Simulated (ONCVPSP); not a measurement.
## Pseudopotential generation for silicon: ONCV, PBE, non-relativistic.

The input file (ONCVPSP 4.0.1):

```
# ATOM AND REFERENCE CONFIGURATION
# atsym  z   nc   nv     iexc    psfile
  Si 14.00    1    4        4      upf
#
#   n    l    f
    1    0    2.00
    2    0    2.00
    2    1    6.00
    3    0    2.00
    3    1    2.00
#
# PSEUDOPOTENTIAL AND OPTIMIZATION
# lmax
    1
#
#   l,   rc,      ep,       ncon, nbas, qcut
    0    1.10    0.00    5    9    8.30
    1    0.90    0.00    4    7   16.40
#
# LOCAL POTENTIAL
# lloc, lpopt,  rc(5),   dvloc0
    4    4    0.80    4.00
#
# VANDERBILT-KLEINMAN-BYLANDER PROJECTORs
# l, nproj, debl
    0    2    2.80
    1    2    0.40
#
# MODEL CORE CHARGE
# icmod, fcfact, rcfact
    2    0.45    1.05
#
# LOG DERIVATIVE ANALYSIS
# epsh1, epsh2, depsh
   -7.00    5.00    0.04
#
# OUTPUT GRID
# rlmax, drl
    6.00    0.01
#
# TEST CONFIGURATIONS
# ncnf
    4
# nvcnf
#   n    l    f
    4
    2    0    2.00
    2    1    6.00
    3    0    2.00
    3    1    1.00
#
    4
    2    0    2.00
    2    1    6.00
    3    0    2.00
    3    1    0.00
#
    4
    2    0    2.00
    2    1    6.00
    3    0    1.00
    3    1    0.00
#
    4
    2    0    2.00
    2    1    6.00
    3    0    1.00
    3    1    2.00
#
```

Command:

```bash
oncvpspnr.x < Si.dat > Si.out
```

Output (shortened: citation, most of the input echo, consistency checks and plot data are left out):

```
ONCVPSP  (Optimized Norm-Conservinng Vanderbilt PSeudopotential)
scalar-relativistic version 4.0.1

#   n    l    f        energy (Ha)
    1    0    2.00    -6.5457413E+01
    2    0    2.00    -5.1023994E+00
    2    1    6.00    -3.5129001E+00
    3    0    2.00    -3.9573017E-01
    3    1    2.00    -1.5031706E-01

Reference configufation results
  iterations    25
  all-electron total energy (Ha)   -2.89202547D+02

Begin loop to  construct optimized pseudo wave functions
and semi-local pseudopoentials for all angular momenta

Calculating optimized projector #   1

 for l=   0

    Fraction of norm inside rc  0.965674
    Optimizing pswf for qcut=   8.29 a_B^-1,  ecut=  34.34 Ha
    Residual kinetic energy error=  1.59D-04 Ha

    Energy error per electron        Cutoff
         Ha          eV             Ha
         0.01000     0.27211       23.10
         0.00100     0.02721       29.54
         0.00010     0.00272       36.09
         0.00001     0.00027       97.65

Calculating optimized projector #   2

 for l=   0

    Fraction of norm inside rc  0.065017
    Optimizing pswf for qcut=   8.29 a_B^-1,  ecut=  34.34 Ha
    Residual kinetic energy error=  3.13D-05 Ha

    Energy error per electron        Cutoff
         Ha          eV             Ha
         0.01000     0.27211       17.21
         0.00100     0.02721       24.12
         0.00010     0.00272       29.97
         0.00001     0.00027       88.14

Calculating optimized projector #   1

 for l=   1

    Fraction of norm inside rc  0.900166
    Optimizing pswf for qcut=  16.39 a_B^-1,  ecut= 134.37 Ha
    Residual kinetic energy error=  1.68D-06 Ha

    Energy error per electron        Cutoff
         Ha          eV             Ha
         0.01000     0.27211       84.92
         0.00100     0.02721      101.72
         0.00010     0.00272      115.11
         0.00001     0.00027      125.59

Calculating optimized projector #   2

 for l=   1

    Fraction of norm inside rc  0.024279
    Optimizing pswf for qcut=  16.39 a_B^-1,  ecut= 134.37 Ha
    Residual kinetic energy error=  6.67D-07 Ha

    Energy error per electron        Cutoff
         Ha          eV             Ha
         0.01000     0.27211       62.63
         0.00100     0.02721       86.47
         0.00010     0.00272      105.02
         0.00001     0.00027      119.59

Construct Vanderbilt / Kleinmman-Bylander projectors

B matrix Hermiticity error, ll=   0
   1   2    3.3856E-09

  Orthonormal projector coefficients -4.0562E+00  1.6504E+00

B matrix Hermiticity error, ll=   1
   1   2   -5.5184E-09

  Orthonormal projector coefficients -2.3272E+01 -6.6686E+00

Model core correction analysis
  based on d2Exc/dn_idn_j

d2excae - all-electron derivatives

   -8.379636D-02   -7.528756D-02   -4.643958D-03   -2.233294D-03
   -7.528893D-02   -8.173890D-02   -4.914359D-03   -3.014673D-03
   -4.643544D-03   -4.914068D-03   -3.630114D-02   -2.814842D-02
   -2.233314D-03   -3.014754D-03   -2.814870D-02   -2.724011D-02

d2excps - pseudofunction derivatives with no core correction

   -8.535873D-02   -7.886012D-02   -5.152217D-03   -2.637713D-03
   -7.886152D-02   -8.221480D-02   -4.999505D-03   -3.000652D-03
   -5.152180D-03   -4.999222D-03   -3.635790D-02   -2.817024D-02
   -2.637828D-03   -3.000765D-03   -2.817053D-02   -2.724062D-02

rms 2nd derivative error    1.347623E-03

amplitude prefactor, scale prefactor
    6.4164    1.3222

d2excps - pseudofunction derivatives with core correction

   -7.720932D-02   -7.823943D-02   -4.409628D-03   -2.588575D-03
   -7.823896D-02   -8.285187D-02   -4.922152D-03   -3.015132D-03
   -4.409134D-03   -4.921871D-03   -3.629077D-02   -2.816512D-02
   -2.588585D-03   -3.015250D-03   -2.816540D-02   -2.724066D-02

rms 2nd derivative error    1.974954E-03

Pseudoatom total energy -100.617415

Diagnostic tests using Vanderbilt-Kleinman-Bylander pseudopotentials
  1 or more projectors used as specified by nproj input data

   l    rcore       rmatch      e in        delta e   norm test  slope test

   0   1.1019266   1.1353834  -5.1023994   0.0000000   1.0000000   1.0000000
   0   1.1019266   1.1353834  -0.3957302   0.0000000   1.0000000   1.0000000

   1   0.9045223   0.9319856  -3.5129001   0.0000000   1.0000000   1.0000000
   1   0.9045223   0.9319856  -0.1503171   0.0000000   1.0000000   1.0000000

 Testing for bound ghosts
   n   l    E NL Schr. Eq   E Basis Diag.   E Cutoff

   1   0       -5.102399       -5.102398    288.66
   2   0       -0.395730       -0.250761    288.66

   2   1       -3.512900       -3.512687    272.64
   3   1       -0.150317        0.404535    272.64

 Testing for highly-localized positive-energy ghosts
       l    <radius>/rc     E Basis Diag.   E Cutoff

Test configuration 0

   n   l     f        eae           eps        diff
   1   0  2.0000  -65.45741345
   2   0  2.0000   -5.10239940   -5.10239940    0.00D+00
   2   1  6.0000   -3.51290010   -3.51290010    0.00D+00
   3   0  2.0000   -0.39573017   -0.39573017    0.00D+00
   3   1  2.0000   -0.15031706   -0.15031706    0.00D+00

    Total energies and differences
      AE_ref= -2.89202547D+02  AE_tst= -2.89202547D+02  dif=  0.00D+00
      PS_ref= -1.00617415D+02  PS_tst= -1.00617415D+02  dif=  7.89D-10
      PSP excitation error= -7.89D-10

Test configuration 1

   n   l     f        eae           eps        diff
   1   0  2.0000  -65.81338355
   2   0  2.0000   -5.45159230   -5.45146225    1.30D-04
   2   1  6.0000   -3.86268156   -3.86195769    7.24D-04
   3   0  2.0000   -0.69768501   -0.69768481    1.99D-07
   3   1  1.0000   -0.42876865   -0.42874007    2.86D-05

    Total energies and differences
      AE_ref= -2.89202547D+02  AE_tst= -2.88917706D+02  dif=  2.85D-01
      PS_ref= -1.00617415D+02  PS_tst= -1.00332584D+02  dif=  2.85D-01
      PSP excitation error=  1.03D-05

Test configuration 2

   n   l     f        eae           eps        diff
   1   0  2.0000  -66.26239967
   2   0  2.0000   -5.88518624   -5.88495404    2.32D-04
   2   1  6.0000   -4.29748264   -4.29538441    2.10D-03
   3   0  2.0000   -1.04653082   -1.04650552    2.53D-05

    Total energies and differences
      AE_ref= -2.89202547D+02  AE_tst= -2.88329526D+02  dif=  8.73D-01
      PS_ref= -1.00617415D+02  PS_tst= -9.97444793D+01  dif=  8.73D-01
      PSP excitation error=  8.52D-05

Test configuration 3

   n   l     f        eae           eps        diff
   1   0  2.0000  -66.84081499
   2   0  2.0000   -6.43808600   -6.43980393   -1.72D-03
   2   1  6.0000   -4.85159233   -4.84983327    1.76D-03
   3   0  1.0000   -1.44808810   -1.44823788   -1.50D-04

    Total energies and differences
      AE_ref= -2.89202547D+02  AE_tst= -2.87083657D+02  dif=  2.12D+00
      PS_ref= -1.00617415D+02  PS_tst= -9.84985614D+01  dif=  2.12D+00
      PSP excitation error=  3.69D-05

Test configuration 4

   n   l     f        eae           eps        diff
   1   0  2.0000  -65.87268570
   2   0  2.0000   -5.50943185   -5.51070798   -1.28D-03
   2   1  6.0000   -3.92005816   -3.92094465   -8.86D-04
   3   0  1.0000   -0.72421409   -0.72428274   -6.86D-05
   3   1  2.0000   -0.45165260   -0.45167532   -2.27D-05

    Total energies and differences
      AE_ref= -2.89202547D+02  AE_tst= -2.88646928D+02  dif=  5.56D-01
      PS_ref= -1.00617415D+02  PS_tst= -1.00061769D+02  dif=  5.56D-01
      PSP excitation error= -2.72D-05
```

oncvpspnr.x prints “scalar-relativistic version” in its banner although the run is non-relativistic.

The run took about 2.6 s on one core of a shared server CPU.
